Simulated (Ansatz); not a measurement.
Species: sum formula ZrH4S, net charge 0, singlet state. 
Structure (B3LYP-D3(BJ)/def2-TZVP (Ansatz, a first-principles code) minimum search):
```xyz
6

Zr    -0.6278    -0.1906    -0.0223
H     -0.9248    -1.2371     1.4764
H     -1.7129     1.3055    -0.0256
H     -0.9137    -1.1455    -1.5787
S      1.6781     0.5524    -0.0082
H      1.8146    -0.1369     1.1500
```

Basis-set convergence of Hartree-Fock and CCSD correlation energies (hartree) with Ansatz. Cores are frozen in the correlated levels unless marked. No spin-orbit coupling. The frozen core is the preceding noble-gas configuration, with the filled d and f shells of earlier blocks. Past Kr the def2 sets carry scalar-relativistic core potentials.

| basis | functions | E(HF) | E(corr, CCSD) |
|---|---|---|---|
| def2-SVPD | 93 | -446.24828 | -0.29397 |
| def2-TZVPPD | 175 | … | … |

Task: What belongs in the gaps?

Result: 
- def2-TZVPPD, E(HF): -446.39746
- def2-TZVPPD, E(corr, CCSD): -0.34952
